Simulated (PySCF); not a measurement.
# Computed data sheet: `CO[C@H]1CCCO1`

Compound: C5H10O2.
Atom-mapped SMILES: `[CH3:1][O:2][C@H:3]1[CH2:4][CH2:5][CH2:6][O:7]1` (hydrogens: H8, H9, H10 on C1; H11 on C3; H12, H13 on C4; H14, H15 on C5; H16, H17 on C6)

Some functional groups and rings: ether.

**GFN2-xTB geometry**

```yaml
Point_group_of_the_GFN2-xTB_geometry: C1
Rotational_constants_A_B_C_of_the_GFN2-xTB_geometry: 5.011, 2.143, 1.839 GHz
```

PBE0/def2-SVPD ground state and vertical TDDFT (core frozen in the response) (PySCF):

```yaml
Dipole_moment: 0.75 D
HOMO_energy: -7.56 eV
LUMO_energy: 0.73 eV
HOMO–LUMO_gap: 8.29 eV
Lowest_singlet_excitation: 7.15 eV (174 nm, f = 0.000)
Strongest_line_among_the_6_lowest_singlet_transitions: S5 at 8.13 eV (153 nm, f = 0.025)
Lowest_triplet_excitation_Tamm–Dancoff: 7.04 eV
Static_isotropic_polarisability: 66.8 au
Electronic_spatial_extent_⟨r²⟩_about_the_centre_of_nuclear_charge: 757 bohr²
```

From PBE0/pcSseg-1 ground state and GIAO shieldings, non-relativistic (PySCF):

```yaml
Lowest_Hirshfeld_atomic_charge: -0.15 e on O2/O7
Highest_Hirshfeld_atomic_charge: +0.10 e on C3
13C_chemical_shifts_computed_TMS_as_zero_by_class: 109.9 (C3), 71.9 (C6), 56.1 (C1), 36.8 (C4), 26.3 (C5) ppm
1H_chemical_shifts_computed_TMS_as_zero_by_class: 5.05 (H11), 4.28 (H16), 4.09 (H17), 3.47 (H8/H9/H10), 2.21 (H14), 1.92 (H13), 1.67 (H12), 1.65 (H15) ppm
Isotropic_shieldings_of_nuclei_other_than_C_and_H_by_class: 248 (O7), 257 (O2) ppm
Mayer_bond_orders_between_heavy_atoms: C1–O2 0.93, O2–C3 0.94, C3–C4 1.02, C4–C5 1.02, C5–C6 1.03, C6–O7 0.90, O7–C3 0.96
```

Monoisotopic mass from the formula: 102.0681 u.

In wavenumbers S1 is 57600 cm⁻¹ (1 eV = 8065.54 cm⁻¹). S1 lies 1.14 eV below the HOMO–LUMO gap; its leading configuration is HOMO→LUMO, weight 0.95. The rotational constants make it an asymmetric top with κ = (2B − A − C)/(A − C) = -0.81, nearer the prolate limit (−1). The largest Löwdin shares of the HOMO are 0.36 on O7, 0.33 on O2, 0.07 on C6 and 0.05 on H17. The dipole matches unit charges of opposite sign 0.16 Å apart (1 e·Å = 4.8032 D).

The structure is a single GFN2-xTB conformer in the gas phase; no vibrational or solvent corrections. NMR classes are plain means over equivalent atoms (diastereotopic ones count apart unless rotation or inversion swaps them), as if these changed places fast; in this geometry the members of some classes differ.
